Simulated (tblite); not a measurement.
A tight-binding relaxation on `N#CCCS[CH2][GaH2-][NH3+]`.

Computed with GFN2-xTB geometry optimisation, gas phase (tblite 0.8.0). Start geometry: from a force field or distance geometry. A driver script takes a list of jobs; this job's settings line and coordinates (Å) are shown.

Command:
```bash
OMP_NUM_THREADS=1 python probes_run.py task.json out
```

Input:
```
{"job": {"kind": "relax", "xc": "GFN2-xTB", "basis": "xTB"}, "charge": 0, "multiplicity": 1}
N      4.618500     2.435600     0.647400
C      4.023800     1.426700     0.491800
C      3.336800     0.157200     0.337900
C      1.869100     0.484300     0.023200
S      0.883200    -0.996600    -0.382600
C     -0.776200    -0.488200    -0.773400
Ga    -2.206100    -1.055700     0.495400
N     -3.789700    -0.054300     0.132000
H      3.769500    -0.431000    -0.453700
H      3.438200    -0.398400     1.287500
H      1.773900     1.128300    -0.871400
H      1.505100     0.961900     0.970100
H     -0.768900     0.682500    -0.678000
H     -1.100800    -0.621400    -1.825100
H     -1.825300    -0.941200     2.026500
H     -2.580000    -2.635000     0.196400
H     -4.231000     0.259600     1.045800
H     -3.476800     0.731200    -0.454800
H     -4.472800    -0.636300    -0.435100
```

Output:
```
step      E/eV     max force
  0    -662.48350    4.428
  1    -662.42845   15.290
  2    -663.11459    1.593
  3    -663.21101    1.265
  4    -663.33365    0.554
  5    -663.37349    0.597
  6    -663.40849    0.416
  7    -663.42402    0.213
  8    -663.43296    0.186
  9    -663.43998    0.184
... (178 lines left out)
188    -663.73527    0.027
189    -663.73540    0.031
190    -663.73552    0.025
191    -663.73564    0.018
192    -663.73572    0.019
193    -663.73577    0.016
194    -663.73580    0.013
195    -663.73584    0.011
196    -663.73587    0.012
197    -663.73589    0.010
```

«max force» is the largest atomic force in eV/Å.

Problem. From which step on does the largest force stay under 0.1 eV/Å, and how much energy is left to gain from there?

Solution. From step 148 (0.055 eV/Å), 11.3 meV above the end.

In short: energy lowered by 28.9 kcal/mol over 197 steps; largest atomic force 0.010 eV/Å at the end.

Problem. Where do the atoms end?

Solution. 1.040 Å rms from the input after alignment:
```
atom  x, y, z in Å
N1     3.7623    1.9636    1.8057
C2     3.2589    1.0767    1.2894
C3     2.6066   -0.0220    0.6258
C4     1.6663    0.4926   -0.4615
S5     0.8363   -0.9193   -1.2785
C6    -0.8594   -0.1887   -1.5271
Ga7   -1.2689   -0.7718    0.3405
N8    -3.3282   -0.1248    0.6873
H9     3.3637   -0.6795    0.1893
H10    2.0314   -0.5961    1.3635
H11    2.2155    1.0474   -1.2237
H12    0.8903    1.1317   -0.0291
H13   -0.7127    0.8069   -1.9507
H14   -1.2959   -0.8164   -2.3118
H15   -0.6330   -0.0368    1.5333
H16   -1.5156   -2.2761    0.4876
H17   -3.6739   -0.5062    1.5664
H18   -3.4164    0.8895    0.7315
H19   -3.9371   -0.4614   -0.0580
```

Time: 2.9 s wall. Hardware: one thread, Arm Neoverse N1 (aarch64), on a shared host.
Labels such as C1 count atoms from 1, the log's own numbers from 0.
